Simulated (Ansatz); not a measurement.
Basis-set extrapolation for C$_{3}$H$_{5}$ClSi (`C#C[SiH](C)Cl`) (PBE0-D4/def2-TZVP geometry, frozen core, the Gaussian-basis code of Ansatz). Multiplicity 1, RHF reference.

```tsv
	def2-TZVPP	def2-QZVPP
HF	-865.034013	-865.060759
MP2 correlation	-0.783520	-0.843041
CCSD(T) correlation	-0.868494	not run
```

Energies in hartree. Use E(X) = E(∞) + A·exp(−7.88·√X) for Hartree–Fock and E(X) = E(∞) + B·X^(−2.97) for correlation, with X = 3 and 4, and add CCSD(T) minus MP2 of the smaller set to the MP2 limit.

**Question.** What is the CCSD(T) energy at the basis-set limit?

**Answer.** HF limit: -865.060759 + (-0.026746) × 0.13774 = -865.06444. MP2 limit: -0.843041 + (-0.059521) × 0.74074 = -0.88713. Higher-order term: -0.868494 − (-0.783520) = -0.08497. Total: -866.03654 hartree, 84.1 kcal/mol below CCSD(T)/def2-TZVPP.
